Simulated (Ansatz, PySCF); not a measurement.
Gas-phase reaction (SMILES): ClBCl [dichloroborane] + Cl (HCl) → ClB(Cl)Cl + [H][H] (H2); hydrogen chloride cleaves one B-H bond, a model of a ligand-exchange step.

Each molecule is optimised on its own at B3LYP-D3(BJ)/def2-TZVP (Ansatz, an electronic-structure program). Cores are frozen in the correlated levels unless marked. No spin-orbit coupling. No relativistic terms. Basis-set limits of correlation are two-point, X^-3; Hartree-Fock from the larger set. Thermal terms are rigid-rotor harmonic-oscillator values from B3LYP-D3(BJ) frequencies (Ansatz or PySCF) at 298.15 K and 1 atm. 1 Eh = 627.5095 kcal/mol.

```tsv
species	E, CCSD(T)/CBS(cc-pV(T+d)Z,cc-pV(Q+d)Z) (Ansatz) (Eh)	E, wB97M-V/def2-TZVPD (Ansatz) (Eh)	H - E (Eh)	G - E (Eh)
ClBCl	-945.01534	-945.90128	0.01930	-0.01115
Cl (HCl)	-460.37849	-460.79070	0.01000	-0.01120
ClB(Cl)Cl	-1404.23938	-1405.55163	0.01290	-0.02001
[H][H] (H2)	-1.17450	-1.16077	0.01336	-0.00144
```

### Question
Work out ΔE and ΔH, ΔG, ΔS and the equilibrium constant at 298.15 K at the first level, then ΔH at the second.

### Answer

1. ΔE = [(-1404.23938) + (-1.17450)] - [(-945.01534) + (-460.37849)] = -0.02005 Eh = -12.6 kcal/mol at CCSD(T)/CBS(cc-pV(T+d)Z,cc-pV(Q+d)Z).
2. The terms H - E add up to -0.00304 Eh, so ΔH = (-0.02005 + (-0.00304))×627.5095 = -14.5 kcal/mol.
3. The terms G - E add up to 0.00090 Eh, so ΔG = -12.0 kcal/mol, and ΔS = (-0.00304 - (0.00090))×627509.5/298.15 = -8.3 cal/(mol K).
4. log10 K = -ΔG/(RT ln 10) = 8.8, with RT ln 10 = 1.3642 kcal/mol.
5. At wB97M-V/def2-TZVPD the same steps give ΔE = -12.8 and ΔH = -14.7 kcal/mol, a shift of -0.2 from the first level.
6. These values are not checked against measurement here, since the tables used lack a sound gas-phase enthalpy of formation for at least one species.
